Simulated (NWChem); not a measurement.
All runs are NWChem calculations. System: F3OTa, charge 0, spin multiplicity 1, at a geometry optimised with PBE0/def2-SVP with def2 effective core potentials on Ta. The structure started from a generated list of species.

Input file:

```
start mol
memory heap 100 mb stack 700 mb global 1900 mb
geometry units angstroms nocenter noautoz
  Ta    -0.002866     0.008342     0.000000
  O     -0.556800     1.622357     0.000000
  F      1.021167    -0.212061     1.553671
  F      1.021167    -0.212061    -1.553671
  F     -1.524155    -1.085639     0.000000
  symmetry group Cs
end
basis spherical
  * library def2-svp
end
ecp
  Ta library def2-ecp
end
scf
  rhf
  nopen 0
  maxiter 100
  thresh 1e-7
  semidirect memsize 60000000 filesize 0
end
tce
  freeze core 4
  cr-ccsd(t)
  2eorb
  2emet 13
  thresh 1e-6
  maxiter 100
  tilesize 24
end
task tce energy
```

The output up to the point where the run's verdict is printed (cleaned and shortened):

```
             Northwest Computational Chemistry Package (NWChem) 7.3.0
             --------------------------------------------------------

                                NWChem Input Module
                                -------------------

 Scaling coordinates for geometry "geometry" by  1.889725989
 (inverse scale =  0.529177249)

 Turning off AUTOSYM since
 SYMMETRY directive was detected!

                             Geometry "geometry" -> ""
                             -------------------------

 Output coordinates in angstroms (scale by  1.889725989 to convert to a.u.)

  No.       Tag          Charge          X              Y              Z
 ---- ---------------- ---------- -------------- -------------- --------------
    1 Ta                  73.0000    -0.00286600     0.00834200     0.00000000
    2 O                    8.0000    -0.55680000     1.62235700     0.00000000
    3 F                    9.0000     1.02116700    -0.21206100     1.55367100
    4 F                    9.0000     1.02116700    -0.21206100    -1.55367100
    5 F                    9.0000    -1.52415500    -1.08563900     0.00000000

 Effective nuclear repulsion energy (a.u.)     818.8634849309

            Nuclear Dipole moment (a.u.)
            ----------------------------
        X                 Y               Z
 ---------------- ---------------- ----------------
    -0.0000132281    -0.0000510226     0.0000000000

      Symmetry information
      --------------------

 Group name             Cs
 Group number              2
 Group order               2
 No. of unique centers     4

      Symmetry unique atoms

     1    2    3    5


 Summary of "ao basis" -> "" (spherical)
 ------------------------------------------------------------------------------
       Tag                 Description            Shells   Functions and Types
 ---------------- ------------------------------  ------  ---------------------
 *                          def2-svp                  on all atoms

 Summary of "ao basis" -> "ao basis" (spherical)
 ------------------------------------------------------------------------------
[...]
             Beta orbitals :    88
        Alpha frozen cores :     4
         Beta frozen cores :     4
     Alpha frozen virtuals :     0
      Beta frozen virtuals :     0
         Spin multiplicity : singlet
    Number of AO functions :    88
       Number of AO shells :    36
        Use of symmetry is : on
      Symmetry adaption is : on
         Schwarz screening : 0.10D-09

          Correlation Information
          -----------------------
          Calculation type : Coupled-cluster singles & doubles w/ perturbation
   Perturbative correction : Completely renormalized (T)
            Max iterations :      100
        Residual threshold : 0.10D-05
     T(0) DIIS level shift : 0.00D+00
     L(0) DIIS level shift : 0.00D+00
     T(1) DIIS level shift : 0.00D+00
     L(1) DIIS level shift : 0.00D+00
     T(R) DIIS level shift : 0.00D+00
     T(I) DIIS level shift : 0.00D+00
   CC-T/L Amplitude update :  5-th order DIIS
                I/O scheme : Global Array Library
        L-threshold :  0.10D-05
        EOM-threshold :  0.10D-05
 no EOMCCSD initial starts read in
 TCE RESTART OPTIONS
 SLICE:      F
 D4D5:       F
 quantumc:   F
 qrotation:  F
 pwtce:      F
 qducc:      F
 nacto:                         0
 nrotv:                         0
 nrot:                          0

            Memory Information
            ------------------
          Available GA space size is     249029056 doubles
          Available MA space size is     104840476 doubles

 Maximum block size supplied by input
 Maximum block size        24 doubles

 tile_dim =     24

 -------------------------------------------------
   1    alpha     a'    13 doubles       0       1
   2    alpha     a"     7 doubles      13       2
   3    beta      a'    13 doubles      20       1
   4    beta      a"     7 doubles      33       2
   5    alpha     a'    20 doubles      40       5
   6    alpha     a'    20 doubles      60       6
   7    alpha     a"    24 doubles      80       7
   8    beta      a'    20 doubles     104       5
   9    beta      a'    20 doubles     124       6
  10    beta      a"    24 doubles     144       7

 Global array virtual files algorithm will be used

 Parallel file system coherency ......... OK

 4-electron integrals stored in orbital form

 v2    file size   =          5752180
 4-index algorithm nr.  13 is used
 imaxsize =       30
 imaxsize ichop =        0


CCSD iterations
 ---------------------------------------------------------
 Iter          Residuum       Correlation     Cpu    Wall
 ---------------------------------------------------------
    1   0.2512491224116  -1.0460770296698     0.8     0.8
    2   0.0717540598825  -0.9961172094126     0.8     0.8
    3   0.0334520130781  -1.0246014002822     0.8     0.8
    4   0.0226845107112  -1.0155749920954     0.8     0.8
    5   0.0158788875439  -1.0232331267642     0.7     0.7
    6   0.0021244796760  -1.0209671056107     0.8     0.8
    7   0.0009643940362  -1.0208292571416     0.8     0.8
    8   0.0005772179058  -1.0208269765178     0.8     0.8
    9   0.0003847767784  -1.0208427731430     0.8     0.8
   10   0.0002470451619  -1.0208607040553     0.8     0.8
   11   0.0000565026436  -1.0208754531313     0.8     0.8
   12   0.0000305706119  -1.0208612432055     0.8     0.8
   13   0.0000185705692  -1.0208652664808     0.8     0.8
   14   0.0000132362360  -1.0208620886685     0.8     0.8
   15   0.0000081562471  -1.0208641401486     0.8     0.8
   16   0.0000019339823  -1.0208631934461     0.8     0.8
   17   0.0000012823177  -1.0208631744350     0.8     0.8
   18   0.0000006428583  -1.0208631721652     0.8     0.8
 -----------------------------------------------------------------
 Iterations converged
 CCSD correlation energy / hartree =        -1.020863172165243
 CCSD total energy / hartree       =      -430.535193136801581

 Singles contributions

 Doubles contributions
 CR-CCSD(T)
```

The program stopped with an error. NWChem stopped with the message: ccsd_t 3.
